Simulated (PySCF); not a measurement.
Spinor energies of Al⁺ (aluminium, charge +1)

Start: [Ne] 3s2. Calculated with PySCF 2.14 in x2c-TZVPPall-2c with one added diffuse shell each of s, p, d type (6s7p4d1f, 54 functions): generalised Hartree-Fock with the X2C-1e Hamiltonian and a Gaussian nucleus; spin-orbit coupling (SO) screened by Boettger's factors.

```
spinor shell  electrons  ε, screened SO (eV)  weight of nominal j (screened SO)  rms radius, screened SO (bohr)
       1s1/2          2              -1603.6                              1.000                           0.139
       2s1/2          2              -142.46                              1.000                           0.675
       2p1/2          2              -96.131                              1.000                           0.673
       2p3/2          4              -95.649                              1.000                           0.675
       3s1/2          2              -17.778                              1.000                            2.60
```

```tsv
quantity	screened SO
E (hartree)	-242.10490
M_J	0
⟨J²⟩	0.000
⟨L²⟩	0.000
⟨S²⟩	0.000
```
